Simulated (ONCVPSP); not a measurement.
manganese (Mn): one change to an ONCV potential, before and after

ONCVPSP 4.0.1 input, shortened (lines: element, Z, core and valence counts, functional; n l f; lmax; l rc ep ncon nbas qcut; lloc lpopt rc5 dvloc0; l nproj debl; icmod fcfact rcfact), LDA (Perdew-Zunger), scalar-relativistic:

```
  Mn 25.00    5    2        3      upf
    1    0    2.00
    2    0    2.00
    2    1    6.00
    3    0    2.00
    3    1    6.00
    3    2    5.00
    4    0    1.00
    3
    0    2.50    0.00    4    7    3.10
    1    2.00    0.18    4    8    3.90
    2    2.00    0.00    5   10    6.90
    3    2.55    0.12    4    7    4.20
    4    5    1.85    4.00
    0    2    3.90
    1    2    2.80
    2    1    1.30
    3    2    0.90
    3    5.50    1.30
```

In the p channel the program set the typed energies aside and used 0.050, 2.850 Ha.

All-electron outer shells of the reference configuration (LDA (Perdew-Zunger), scalar-relativistic, ld1.x):

```tsv
shell	level (eV)	outermost node (bohr)	outermost maximum (bohr)
3p	-62.80	0.31	0.75
3d	-15.21	–	0.75
4s	-12.17	1.05	2.35
```

Change: d: rc 1.4; local potential polynomial inside 1.40 bohr (lpopt 5, dvloc0 4 Ha).

Cutoffs: the cutoffs (Ha) at which the residual kinetic energy of the hardest occupied pseudo-wave falls to 1 and 0.1 mHa per electron; they do not see the model core or the augmentation charge, which bear on the density cutoff. Errors are all-electron minus pseudo energies relative to the spin-unpolarised reference configuration.

What does the change do?

The potential gets harder (23 Ha and 67 Ha → 187 Ha and 206 Ha); of the 4 tests that both files solve, the error grows in 1 and shrinks in 2 by more than 15 % and 0.3 meV (median size 17.2 → 15.2 meV); the range in which the f phases agree widens (upper end 3.1 → at the end of the scan); neither file shows a bound ghost. A smaller radius makes the pseudo-wave follow the all-electron one further in, where it bends more sharply, so more plane waves are needed.

```csv
quantity,base,changed
"cutoff, loose",23 Ha,187 Ha
"cutoff, tight",67 Ha,206 Ha
loose cutoff by channel,"s 4.1 Ha, d 23 Ha","s 4.1 Ha, d 187 Ha"
bound ghosts,none,none
GHOST(+) flags under 300 eV,none,s at 99.2 eV
"error for 3d5 4s2, meV [ΔE -8.65 eV]",+5.5,-1.5
"error for 3d5 4s0, meV [ΔE 15.88 eV]",+12,-6.3
"error for 3d4 4s0, meV [ΔE 48.69 eV]",-104,-184
"error for 3d5 4s0 4p2, meV [ΔE -0.57 eV]",+22,+24
s: phases at 2.53 bohr within 0.05 rad from the reference energy up to (Ha; the scan ends near 5),1.9,1.7
p: phases at 2.03 bohr within 0.05 rad from the reference energy up to (Ha; the scan ends near 5),n/a,n/a
f: phases at 2.59 bohr within 0.05 rad from the reference energy up to (Ha; the scan ends near 5),3.1,to the end of the scan
"rms error of d²Exc/dni dnj with the model core, mHa",4.10,7.51
```

Base: The cutoffs count occupied waves only; projector 2 of the p channel, the hardest unoccupied one, needs 67 Ha at the loose tolerance.
